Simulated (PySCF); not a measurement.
Below is a simulated gas-phase C 1s photoelectron spectrum of `FB1CCCCC1`.

Every computed line was given a Gaussian of 0.6 eV full width at half maximum and an area set by the number of equivalent atoms; the highest printed point is 100. Theory: delta-SCF UKS SCAN, pcX-2 on the ionised atom, pcseg-1 elsewhere, spin-free X2C in PySCF 2.14.0.

```json
{"binding energy (eV)": "289.2", "intensity": "0"}
{"binding energy (eV)": "289.3", "intensity": "0"}
{"binding energy (eV)": "289.4", "intensity": "1"}
{"binding energy (eV)": "289.5", "intensity": "4"}
{"binding energy (eV)": "289.6", "intensity": "9"}
{"binding energy (eV)": "289.7", "intensity": "17"}
{"binding energy (eV)": "289.8", "intensity": "30"}
{"binding energy (eV)": "289.9", "intensity": "46"}
{"binding energy (eV)": "290.0", "intensity": "62"}
{"binding energy (eV)": "290.1", "intensity": "77"}
{"binding energy (eV)": "290.2", "intensity": "89"}
{"binding energy (eV)": "290.3", "intensity": "97"}
{"binding energy (eV)": "290.4", "intensity": "100"}
{"binding energy (eV)": "290.5", "intensity": "96"}
{"binding energy (eV)": "290.6", "intensity": "85"}
{"binding energy (eV)": "290.7", "intensity": "66"}
{"binding energy (eV)": "290.8", "intensity": "45"}
{"binding energy (eV)": "290.9", "intensity": "27"}
{"binding energy (eV)": "291.0", "intensity": "14"}
{"binding energy (eV)": "291.1", "intensity": "6"}
{"binding energy (eV)": "291.2", "intensity": "2"}
{"binding energy (eV)": "291.3", "intensity": "1"}
{"binding energy (eV)": "291.4", "intensity": "0"}
```

Task: Count the maxima, the lines and the sites behind this envelope.

Result: The curve has 1 maximum (at 290.4 eV). Under it lie 3 lines from 3 inequivalent carbon sites. At this width some lines have no maximum of their own.

Task: Decompose the envelope and assign each component. Numbering: `[F:1][B:2]1[CH2:3][CH2:4][CH2:5][CH2:6][CH2:7]1`.

Result: 
```json
{"position (eV)": "290.09", "relative area": "2", "line": "C 1s", "atoms": "C3/C7", "environment": "sp3 carbon bound to boron"}
{"position (eV)": "290.46", "relative area": "1", "line": "C 1s", "atoms": "C5", "environment": "ring CH2 carbon"}
{"position (eV)": "290.54", "relative area": "2", "line": "C 1s", "atoms": "C4/C6", "environment": "ring CH2 carbon"}
```

Task: What are the centre and the root-mean-square width of the whole band?

Result: The area-weighted mean of the lines is 290.35 eV. Their own spread about it is 0.21 eV (rms) and each Gaussian has σ = 0.6/2.355 = 0.25 eV; the variances add, which gives 0.33 eV.

The listed C 1s values span 0.45 eV, from C3/C7 (bonded to C, 2 H and B) to C4/C6 (bonded to 2 C and 2 H).

Shake-up satellites, vibrational structure and lifetime widths aren't simulated. The first atom of each set that the bonding makes equivalent was ionised and stands for the set. The structure is a single PBE0-D3(BJ)/def2-SVP conformer in the gas phase; no vibrational or solvent corrections.

The run took 1.7 min wall on one thread of an Arm Neoverse N1, shared host with 64 logical CPUs at a one-minute load of 48, and the process peaked at 0.69 GiB of memory.
